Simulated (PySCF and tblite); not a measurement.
Results of a calculation; reference values are marked as such.
System: CH₈P₂SSi₂, numbered as in [CH3:1][S:2][SiH:3]1[PH:4][SiH2:5][PH:6]1.

Geometries: GFN2-xTB; energies: PBE0/pcSseg-1 + D3(BJ); zero-point and thermal terms from GFN2-xTB harmonic modes (soft modes blended into free rotors). Rate constants are transition-state-theory values, counting equivalent paths, without tunnelling. Run with tblite and PySCF.

(1) Estimate the barrier and the room-temperature rate of the pyramidal inversion at P6.

Results:

(1) The electronic barrier is 16.6 kcal/mol and ΔG‡(298 K) 15.9 kcal/mol, over a C1 saddle with an imaginary mode of 510i cm⁻¹ (GFN2-xTB). With 1 equivalent path, k is 14 s⁻¹, a mean lifetime of the start of 70 ms against this motion. The end lies 0.2 kcal/mol above the start in free energy.
